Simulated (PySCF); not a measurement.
Si(H)2(F)(OEt) (C2H7FOSi), SMILES O([SiH2]F)CC. Geometry optimised at B3LYP-D3(BJ)/def2-SVP. One conformer was computed; it need not be the lowest.

Computed equilibrium geometry at B3LYP-D3(BJ)/def2-SVP (PySCF confirms it by a frequency run) as a Z-matrix (one conformer of several):
```
O
C 1 1.4223
H 2 1.1050 1 109.26
H 2 1.1076 3 107.09 1 -119.37
C 2 1.5162 3 110.46 4 -120.15
H 5 1.1008 2 110.36 3 -61.68
H 5 1.1010 6 108.15 2 121.06
H 5 1.1015 6 108.56 7 117.64
Si 1 1.6466 2 126.10 3 -79.31
F 9 1.6268 1 110.60 2 70.27
H 9 1.4779 10 108.42 1 -116.90
H 9 1.4871 11 113.99 1 -122.64
```
